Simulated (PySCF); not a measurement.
B(Cl)(Br)(Et) (C2H5BBrCl), SMILES BrB(Cl)CC.

The structure is a stationary point at B3LYP-D3(BJ)/def2-SVP. Other conformers were not sampled.

Calculation: CAM-B3LYP/def2-TZVP run with PySCF.

Gas-phase values at a fixed geometry.

### Question
Estimate the frontier levels, gap, dipole moment and polarisability. (Estimate from the structure and the level; the computed values follow.)

### Answer

| Quantity | Result |
|---|---|
| highest occupied level | -9.69 eV |
| lowest empty level | -0.23 eV |
| orbital gap | 9.46 eV |
| dipole moment | 1.56 D |
| quadrupole, principal values (traceless, Buckingham form, about the centre of nuclear charge) | -2.31, 1.09, 1.22 D·Å |
| mean static polarisability | 68.9 bohr³ (10.22 Å³) |
| polarisability, principal values | 53.0, 69.7, 84.1 bohr³ |
